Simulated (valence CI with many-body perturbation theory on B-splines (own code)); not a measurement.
Rb32+: calculated level list

Computed by relativistic CI+MBPT: three valence electrons over a frozen Dirac-Fock core [He], radial functions for each j: 9 s, 9 p, 8 d, 6 f, 3 g, 1 h, with the one-electron correlation potential Σ1 (screened to all orders), the two-electron term Σ2, the three-electron term Σ3, Breit, model QED; selected single and double excitations, second order for the rest, scaled by the run's own slope (own B-spline code, finite nucleus).

The last digits are not significant, and no measured levels were compared; by estimate large intervals hold to a few tenths of a per cent, small ones and those within an open d or f shell to about a per cent.

Levels 1 to 45 of 58, with energies above the lowest level, (2s^2 2p1/2) J=1/2. "Leading %" is the weight of the configuration and term that name the level; weights of strongly mixed levels are sums over their largest components and can fall short, so below about 35 % the name and the second component can differ from the true leading terms, or belong to a minority configuration. In the jj column 3d3/2^4 stands for four electrons in 3d with j = 3/2. Lifetimes count E1, E2, E3, M1 and M2 decay at the calculated energies, and are blank where another channel may lead or the interval is too uncertain; long ones can be off by a factor of two.

```tsv
No.	Configuration	Term	J	E (× 10³ cm⁻¹)	Leading %	Leading jj	g	Lifetime
1	2s2.2p	2P°	1/2	0.00	99	2s^2 2p1/2 (99 %)	0.655	
2	2s2.2p	2P°	3/2	554.93	98	2s^2 2p3/2 (98 %)	1.326	655 ns
3	2s.2p2	4P	1/2	730.10	80	2s 2p1/2^2 (85 %)	2.469	666 ps
4	2s.2p2	4P	3/2	1095.5	97	2s 2p1/2 2p3/2 (97 %)	1.701	7.26 ns
5	2s.2p2	4P	5/2	1244.4	67	2s 2p1/2 2p3/2 (88 %)	1.460	927 ps
6	2s.2p2	2D	3/2	1525.4	80	2s 2p1/2 2p3/2 (95 %)	0.899	17.8 ps
7	2s.2p2	2P	1/2	1594.2	73	2s 2p1/2 2p3/2 (82 %)	1.103	9.02 ps
8	2s.2p2	2D	5/2	1812.9	67	2s 2p3/2^2 (88 %)	1.323	64.0 ps
9	2s.2p2	2S	1/2	2185.3	71	2s 2p3/2^2 (94 %)	1.739	10.8 ps
10	2s.2p2	2P	3/2	2195.9	80	2s 2p3/2^2 (92 %)	1.243	6.98 ps
11	2p3	4S°	3/2	2382.9	47	2p1/2^2 2p3/2 (92 %)	1.533	11.5 ps
12	2p3	2D°	3/2	2812.7	54	2p1/2 2p3/2^2 (94 %)	1.318	9.66 ps
13	2p3	2D°	5/2	2915.8	100	2p1/2 2p3/2^2 (100 %)	1.191	12.4 ps
14	2p3	2P°	1/2	3122.2	99	2p1/2 2p3/2^2 (99 %)	0.655	7.13 ps
15	2p3	2P°	3/2	3555.4	62	2p3/2^3 (97 %)	1.260	6.53 ps
16	2s2.3s	2S	1/2	18002	96	2s^2 3s (96 %)	1.998	78.3 fs
17	2s2.3p	2P°	1/2	18281	94	2s^2 3p1/2 (94 %)	0.668	1.35 ps
18	2s2.3p	2P°	3/2	18436	90	2s^2 3p3/2 (90 %)	1.340	846 fs
19	2s.2p.3s	4P°	1/2	18550	91	2s 2p1/2 3s (97 %)	2.495	80.5 fs
20	2s.2p.3s	4P°	3/2	18640	75	2s 2p1/2 3s (86 %)	1.630	73.2 fs
21	2s2.3d	2D	3/2	18682	96	2s^2 3d3/2 (96 %)	0.798	10.4 fs
22	2s.2p.3s	2P°	1/2	18730	93	2s 2p1/2 3s (92 %)	0.743	114 fs
23	2s2.3d	2D	5/2	18731	96	2s^2 3d5/2 (96 %)	1.197	11.4 fs
24	2s.2p.3p	4D	1/2	18790	74	2s 2p1/2 3p1/2 (99 %)	0.224	117 fs
25	2s.2p.3p	4D	3/2	18871	57	2s 2p1/2 3p1/2 (90 %)	1.194	111 fs
26	2s.2p.3p	4P	1/2	18996	62	2s 2p1/2 3p1/2 (91 %)	2.155	88.9 fs
27	2s.2p.3p	4P	3/2	19001	28	2s 2p1/2 3p3/2 (97 %)	1.441	81.4 fs
28	2s.2p.3p	2P	1/2	19066	50	2s 2p1/2 3p3/2 (87 %)	1.147	30.3 fs
29	2s.2p.3p	4D	5/2	19075	67	2s 2p1/2 3p3/2 (88 %)	1.373	946 fs
30	2s.2p.3s	4P°	5/2	19093	97	2s 2p3/2 3s (97 %)	1.591	52.9 fs
31	2s.2p.3p	2D	3/2	19109	53	2s 2p1/2 3p3/2 (92 %)	1.233	35.9 fs
32	2s.2p.3d	4F°	3/2	19170	79	2s 2p1/2 3d3/2 (98 %)	0.516	61.7 fs
33	2s.2p.3s	2P°	3/2	19199	84	2s 2p3/2 3s (97 %)	1.381	71.3 fs
34	2s.2p.3d	4F°	5/2	19234	72	2s 2p1/2 3d3/2 (54 %)	1.087	32.3 fs
35	2s.2p.3d	4P°	5/2	19293	42	2s 2p1/2 3d5/2 (68 %)	1.361	15.3 fs
36	2s.2p.3d	4D°	3/2	19320	48	2s 2p1/2 3d3/2 (65 %)	1.304	9.21 fs
37	2s.2p.3d	4D°	1/2	19324	72	2s 2p1/2 3d3/2 (89 %)	0.327	7.40 fs
38	2s.2p.3d	4F°	7/2	19333	57	2s 2p1/2 3d5/2 (90 %)	1.268	16.4 fs
39	2s.2p.3d	2D°	3/2	19406	48	2s 2p1/2 3d5/2 (60 %)	0.993	14.0 fs
40	2s.2p.3p	4P	3/2	19408	51	2s 2p3/2 3p1/2 (97 %)	1.601	100 fs
41	2s.2p.3d	2F°	5/2	19421	65	2s 2p1/2 3d5/2 (81 %)	1.025	13.9 fs
42	2s.2p.3p	2D	5/2	19429	39	2s 2p3/2 3p1/2 (94 %)	1.381	57.5 fs
43	2s.2p.3s	2P°	1/2	19492	94	2s 2p3/2 3s (91 %)	0.731	54.9 fs
44	2s.2p.3p	4D	7/2	19507	100	2s 2p3/2 3p3/2 (100 %)	1.423	21.1 ps
45	2s.2p.3s	2P°	3/2	19509	87	2s 2p3/2 3s (88 %)	1.336	110 fs
```

The ionisation energy to 2s2 1S_0 of the next ion comes out as 3989.6 eV (NIST: 3988 ± 3 eV (semi-empirical)). All 58 levels together are meant to be complete up to 19874 × 10³ cm⁻¹.
